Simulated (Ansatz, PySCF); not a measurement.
This Ansatz (an electronic-structure program) input computes a PBE0/def2-TZVPD energy:

Ansatz 0.2 input:
```yaml
crystal:
  periodic: [false, false, false]
  atoms:
    - {symbol: S, position_ang: [-0.04999147, -0.01908382, -0.41466625]}
    - {symbol: C, position_ang: [-0.07168400, -0.01278042, 1.22690343]}
    - {symbol: H, position_ang: [1.22996749, 0.38202373, -0.72676059]}
basis:
  gaussian:
    orbitals: def2-TZVPD
hamiltonian:
  xc: {name: PBE0}
magnetization: {spin_polarized: true, initial_magnetization: 1}
output: {forces: true}
```

Question: Write an input for the same energy in PySCF and say what it gives.

Answer: 
```python
from pyscf import gto, scf, dft

mol = gto.M(
    atom='''
    S    -0.04999147   -0.01908382   -0.41466625
    C    -0.07168400   -0.01278042    1.22690343
    H     1.22996749    0.38202373   -0.72676059
    ''',
    basis='def2-tzvpd',
    charge=0,
    spin=1,
    verbose=4,
)

mf = dft.UKS(mol, xc='pbe0').density_fit(auxbasis='def2-universal-jkfit')
mf.grids.level = 3
mf.conv_tol = 1e-9
mf.max_cycle = 100
mf.max_memory = 1500
mf.kernel()
if not mf.converged:
    mf = mf.newton()
    mf.kernel(mf.make_rdm1())
for _ in range(2):
    mo, _, stable, _ = mf.stability(return_status=True)
    if stable:
        break
    mf.kernel(mf.make_rdm1(mo, mf.mo_occ))
mf.analyze()
```
It gives -436.58131 Eh, and Ansatz -436.58129 Eh, a difference of 0.02 mEh, from the treatment of integrals and grids.

It need not be the lowest isomer of its formula.
